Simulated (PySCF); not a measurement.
## Broadened absorption spectrum of CrS2F2

CrS2F2 (singlet state).
SMILES: `[F][Cr]([F])(=[S])=[S]`

Method used: TDDFT PBE0/def2-SVPD, vertical, gas phase, core orbitals frozen in the response in PySCF 2.14.0, density-fitted response routines. Geometry: PBE0-D3(BJ)/def2-SVP; no solvent, vibrations or thermal averaging.

Broadening: Gaussians 0.3 eV wide at half height, area fixed by f = 4.319×10⁻⁹ ∫ε dν̃. The width is an assumption, not a result. The curve ends short of the highest state used, and states not computed would add to its high-energy end.

(E (eV), ε (L mol⁻¹ cm⁻¹)): (1.10, 0), (1.17, 0), (1.25, 1), (1.33, 3), (1.41, 10), (1.48, 22), (1.56, 64), (1.64, 174), (1.72, 360), (1.79, 506), (1.87, 522), (1.95, 364), (2.02, 192), (2.10, 64), (2.18, 15), (2.26, 4), (2.33, 9), (2.41, 32), (2.49, 80), (2.57, 137), (2.64, 164), (2.72, 161), (2.80, 156), (2.88, 172), (2.95, 188), (3.03, 212), (3.11, 315), (3.18, 543), (3.26, 971), (3.34, 1400)

(1) Locate the maxima and give the states behind the curve.

(2) On this curve, what absorbance would a 10⁻⁴ mol/L sample give at 633 nm over a 1 cm path?

(3) Coming from long wavelengths, where does ε first pass 100 L mol⁻¹ cm⁻¹?

(4) Does any computed singlet lie in the visible range?

Answers

(1) 675 nm (1.84 eV), ε about 540, made up of S2 (100%); 465 nm (2.67 eV), ε about 170, made up of S4 (90%) (ε in L mol⁻¹ cm⁻¹; maxima over ε = 5, shares over 10%). At its high-energy end, 3.34 eV, the curve is still rising (ε about 1400, from S8 and S9). The states used: S1 1.55 eV (f 0.0001); S2 1.84 eV (f 0.0060); S3 2.34 eV (f 0.0000); S4 2.63 eV (f 0.0017); S5 2.79 eV (f 0.0000); S6 2.91 eV (f 0.0005); S7 2.95 eV (f 0.0013); S8 3.23 eV (f 0.0027); S9 3.40 eV (f 0.015); S10 3.61 eV (f 0.0000); S11 3.65 eV (f 0.0028); S12 3.66 eV (f 0.0000); S13 3.72 eV (f 0.0000); S14 3.79 eV (f 0.0026); S15 3.94 eV (f 0.0000).

(2) 633 nm is 1.959 eV, where ε is about 340 L mol⁻¹ cm⁻¹, so A = ε c l ≈ 0.034 (Beer–Lambert, with the gas-phase spectrum and the assumed width).

(3) At about 777 nm (1.60 eV), 0.05 eV above S1.

(4) 7 computed singlets (S2 to S8) lie in the visible range (380 to 750 nm), the largest f among them at 675 nm, f = 0.0060; light of that wavelength is red, and its complementary colour is blue-green; a Tamm–Dancoff triplet lies at 654 nm, without intensity as long as spin–orbit coupling is left out.
